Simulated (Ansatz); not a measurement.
One change: `C=C[O][SnH3]` becomes `C#COC=C`.

Ansatz, PBE0-D4/def2-TZVP geometries, multiplicity 1. Each molecule was computed in one conformer, which needn't be the lowest.

Elements past krypton have def2 core potentials.

```csv
property,`C=C[O][SnH3]`
HOMO–LUMO gap (PBE/def2-TZVPP) / eV,3.99
LUMO energy (B3LYP/def2-TZVPP) / eV,-0.80
LUMO energy (PBE0/def2-TZVPP) / eV,-0.55
LUMO energy (ωB97M-V/def2-TZVPP) / eV,0.92
size of the dipole moment (PBE/def2-TZVPP) / D,1.62
HOMO energy (ωB97M-V/def2-TZVPP) / eV,-8.75
```

Task: What does the change do to each property? (Estimate.)

Result: Ansatz gave: 
```
                                      property  `C#COC=C`  shift
           HOMO–LUMO gap (PBE/def2-TZVPP) / eV       4.87   0.88
           LUMO energy (B3LYP/def2-TZVPP) / eV      -0.26   0.54
            LUMO energy (PBE0/def2-TZVPP) / eV      -0.01   0.54
         LUMO energy (ωB97M-V/def2-TZVPP) / eV       2.12   1.20
size of the dipole moment (PBE/def2-TZVPP) / D       1.11  -0.51
         HOMO energy (ωB97M-V/def2-TZVPP) / eV      -9.30  -0.55
```

With PBE0 the HOMO falls by 0.59 eV and the LUMO rises by 0.54 eV, so the gap widens by about 1.13 eV. PBE moves the HOMO by -0.57 eV and ωB97M-V by -0.55 eV. Dipoles are sizes alone; their direction can turn.

B3LYP here is the variant with VWN-RPA as its local correlation; programs differ in this.
